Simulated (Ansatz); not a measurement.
Reaction (redistribution): `[GeH3][O][GeH3]` + `C[SiH2]C(O)F` → `C[SiH2][GeH3]` + `OC(F)[O][GeH3]`

Program: Ansatz. Geometries: PBE0-D4/def2-TZVP. ΔE: electronic, gas phase. CCSD(T)/CBS is the MP2 limit (def2-TZVPP, def2-QZVPP) plus CCSD(T) − MP2 in def2-TZVPP, frozen cores. Functionals use def2-TZVPP. For Ge outer-core shells are correlated without core-valence functions, which leaves a few kJ/mol of doubt a bond. Scalar relativity is left out up to krypton. One conformer a species, not always the lowest.

```tsv
level	ΔE (kJ/mol)
r2SCAN-D4	-10.0
ωB97M-V	-2.1
MP2/def2-TZVPP	5.9
CCSD(T)/def2-TZVPP	-0.9
```

Question: What does CCSD(T)/CBS give? (Estimate.)

Answer: Ansatz gave: +1.7 kJ/mol. The listed levels differ from it by -11.7, -3.8, 4.2, -2.6 kJ/mol.

Largest T1 diagnostic among the species: 0.012.
